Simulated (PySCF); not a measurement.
Point groups of optimised structures. Theory: PBE0/pcSseg-1 in PySCF (dipole) on a GFN2-xTB geometry, gas phase. The symmetry is that of the one conformer found, every atom within 0.08 Å of its image; none is proved a minimum here.

Q: What symmetry has `[CH:1]#[C:2][c:3]1[cH:4][cH:5][o:6][cH:7]1`?

A: Cs; near-prolate asymmetric top; symmetry number 1; 2 operations, which sort the 11 atoms into 11 sets; dipole 0.45 D, in the ab plane, which is the mirror; heavy atoms equivalent by symmetry: none.

Q: Point group, rotor type and polarity of `[CH3:1][N:2]([CH3:3])[C:4]1=[CH:5][CH2:6][CH2:7][CH:8]=[C:9]1[Cl:10]` with C4–C5–C6–C7 -34°, C5–C6–C7–C8 50°, C6–C7–C8–C9 -36°, N2–C4–C9–C8 -166°?

A: C1; asymmetric top; symmetry number 1; this conformer is chiral (no improper operation); dipole 1.91 D; A, B, C = 1396, 1100, 689.6 MHz.

Q: What symmetry has `[CH2:1]=[CH:2]/[C:3](=[CH:4]/[CH:5]=[CH:6]\[Cl:7])[N:8]([CH3:9])[CH3:10]` with C1–C2–C3–C4 150°, C3–C4–C5–C6 176°?

A: C1; asymmetric top; symmetry number 1; this conformer is chiral (no improper operation); dipole 3.40 D; A, B, C = 2057, 537.9, 446.2 MHz.
